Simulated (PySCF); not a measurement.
# Partial charges of `OCCC1=C(CCl)[SiH2][SiH2]1`

Species: C5H11ClOSi2.
Atom-mapped SMILES: `[OH:1][CH2:2][CH2:3][C:4]1=[C:5]([CH2:6][Cl:7])[SiH2:8][SiH2:9]1` (hydrogens: H10 on O1; H11, H12 on C2; H13, H14 on C3; H15, H16 on C6; H17, H18 on Si8; H19, H20 on Si9)

Structure used (GFN2-xTB), in Å, numbered top down from 1:
```xyz
20
C5H11ClOSi2 angstrom
O      2.303    1.217    0.150
C      2.277   -0.053   -0.441
C      1.010   -0.302   -1.277
C     -0.157   -0.529   -0.375
C     -1.053    0.374    0.072
C     -1.097    1.824   -0.238
Cl    -0.576    2.745    1.226
Si    -2.202   -0.591    1.253
Si    -0.655   -2.162    0.484
H      1.491    1.350    0.657
H      2.363   -0.842    0.323
H      3.161   -0.094   -1.084
H      0.859    0.556   -1.938
H      1.173   -1.189   -1.892
H     -0.423    2.127   -1.040
H     -2.112    2.160   -0.452
H     -2.191   -0.083    2.627
H     -3.600   -0.573    0.802
H     -0.979   -3.218   -0.483
H      0.403   -2.708    1.344
```

Density: PBE0/pcSseg-1 (PySCF); schemes: Mulliken, IAO, Hirshfeld and ESP-fitted. One conformer (not necessarily the lowest) at the GFN2-xTB geometry, without solvent, vibrations or thermal averaging.

Problem. Tabulate the Mulliken, IAO, Hirshfeld and ESP-fitted charges.

Solution. In e; atoms taken as equivalent share a row and are averaged (×n: the atom named and its like, n in all):

```tsv
atom	environment	Mulliken	IAO	Hirshfeld	ESP-fitted
O1	alcohol oxygen	-0.458	-0.547	-0.234	-0.636
C2	carbinol carbon (C–OH)	+0.075	-0.034	+0.005	+0.350
C3	allylic carbon	-0.154	-0.290	-0.082	-0.310
C4	fully substituted alkene carbon	-0.427	-0.218	-0.069	-0.030
C5	fully substituted alkene carbon	-0.409	-0.261	-0.097	-0.035
C6	sp3 C–Cl carbon	-0.118	-0.239	-0.034	-0.460
Cl7	alkyl chlorine	-0.158	-0.107	-0.041	-0.102
Si8	SiH2 silicon	+0.403	+0.441	+0.230	+0.192
Si9	SiH2 silicon	+0.379	+0.433	+0.236	+0.110
H10	hydroxyl hydrogen	+0.243	+0.337	+0.115	+0.381
H11/H12	methylene hydrogen	+0.111	+0.133	+0.038	+0.004
H13/H14	methylene hydrogen	+0.129	+0.145	+0.044	+0.114
H15/H16	methylene hydrogen	+0.171	+0.168	+0.052	+0.236
H17/H18	Si–H hydrogen	-0.049	-0.101	-0.075	-0.049
H19/H20	Si–H hydrogen	-0.051	-0.103	-0.075	-0.035
```

Mean size of the charges over all atoms: IAO 0.210 e, Mulliken 0.192 e, ESP-fitted 0.177 e, Hirshfeld 0.086 e. Each set sums to the total charge, 0, to within 0.001 e. The ESP scheme is a least-squares fit of atom-centred charges to the potential on four shells outside the van der Waals surface, with the total charge fixed. The IAO scheme counts the electrons in orthogonalised intrinsic atomic orbitals, a minimal basis polarised so that it spans the occupied orbitals exactly.

Some averages cover members that differ in this geometry: H11/H12, ESP-fitted -0.026 to +0.034; H11/H12, IAO +0.116 to +0.149 e.

Lowest charge. All schemes agree: Mulliken O1 (-0.458); IAO O1 (-0.547); Hirshfeld O1 (-0.234); ESP-fitted O1 (-0.636).

Highest charge. The schemes don't all agree: Mulliken Si8 (+0.403); IAO Si8 (+0.441); Hirshfeld Si9 (+0.236); ESP-fitted H10 (+0.381).

Problem. How closely do the schemes follow one another over all atoms?

Solution. Correlation coefficient and root-mean-square difference: IAO with Hirshfeld 0.96, 0.148 e; Mulliken with IAO 0.94, 0.086 e; Mulliken with Hirshfeld 0.90, 0.147 e; IAO with ESP-fitted 0.79, 0.161 e; Mulliken with ESP-fitted 0.69, 0.190 e; Hirshfeld with ESP-fitted 0.69, 0.187 e.

Problem. Sum the charges by element, for elements with more than one atom.

Solution. 
```tsv
element	atoms	Mulliken	IAO	Hirshfeld	ESP-fitted
C	5	-1.033	-1.041	-0.276	-0.485
Si	2	+0.782	+0.874	+0.466	+0.302
H	11	+0.867	+0.821	+0.085	+0.922
```
